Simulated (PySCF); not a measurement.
Bond length, frequency and bond energy of ZnSn⁺ by level of theory

State: ²Π (doublet), unpaired electrons π ↑. Set-up: PySCF, scalar-relativistic core potentials, basis sets Zn def2-SVPD, Sn def2-SVPD with ECP28. De refers to Zn + Sn⁺ in their high-spin ground configurations, without counterpoise correction. The functionals are run spin-unrestricted. A positive dipole points towards Sn; it is taken about the centre of mass and depends on that origin. Levels whose curve was spin-contaminated or gave no clean fit are not listed.

```tsv
Level	Re (Å)	ωe (cm⁻¹)	De (eV)	μ (D)
ROHF	2.938	123	0.96	-2.68
ROHF-MP2	2.792	147	1.33	n/a
ROHF-SCS-MP2	2.829	140	1.21	n/a
PBE	2.763	146	1.60	-1.85
PBEsol	2.711	156	1.74	-1.94
r²SCAN	2.722	155	1.68	-2.27
PBE0	2.775	146	1.51	-2.21
M06	2.785	140	1.30	-1.03
BHandHLYP	2.831	136	1.25	-2.13
CAM-B3LYP	2.788	141	1.30	-1.96
```

The bond length runs from 2.711 Å (PBEsol) to 2.938 Å (ROHF). De spans 0.96 eV (ROHF, mean field) to 1.74 eV (PBEsol, GGA).

Correlated steps freeze 9 core orbitals. Correlated levels converge slowly with the basis: in double zeta they bind strong bonds too weakly, by up to about 1 eV, and carry superposition errors of some tenths. Spin–orbit coupling is left out, which matters for elements this heavy, above all for dissociation energies. For an ion De counts to the pair picked by the measured ionisation energies or electron affinities, which need not be the lowest pair at this level. The state was picked by a PBE0 search and need not be the measured ground state.

The whole job (state search and all levels along the bond) took about 8.3 min on 1 thread of Arm Neoverse N1 (shared host), peak memory 1.1 GiB.
